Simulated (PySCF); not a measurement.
# Trend along group 15: MSi molecules

MP2 with triple-zeta basis sets in PySCF, for the lowest determinant that a PBE0 search found; no spin–orbit coupling. De refers to high-spin ground-configuration atoms.

```json
{"M": "N", "basis": "x2c-TZVPPall", "reference, frozen orbitals": "ROHF, 6", "state (unpaired electrons)": "doublet (σ ↑)", "Re (Å)": "1.592", "ωe (cm⁻¹)": "1086", "De (eV)": "4.32"}
{"M": "P", "basis": "def2-TZVPP", "reference, frozen orbitals": "ROHF, 10", "state (unpaired electrons)": "doublet (π ↑)", "Re (Å)": "2.079", "ωe (cm⁻¹)": "631", "De (eV)": "3.37"}
{"M": "As", "basis": "x2c-TZVPPall", "reference, frozen orbitals": "ROHF, 14", "state (unpaired electrons)": "doublet (π ↑)", "Re (Å)": "2.175", "ωe (cm⁻¹)": "505", "De (eV)": "3.06"}
```

The shortest bond is that of SiN (1.592 Å), the longest that of SiAs (2.175 Å). SiN is bound most strongly (4.32 eV) and SiAs least (3.06 eV).

The rows differ in basis set, which adds steps of its own.

The state changes along the series, so neighbouring rows are not always alike in their bonding.

Correlated steps freeze the inner cores (6 to 14 orbitals); shallow outer-core shells are correlated. Spin–orbit coupling is left out. States were picked by a PBE0 search and need not be the measured ground states.
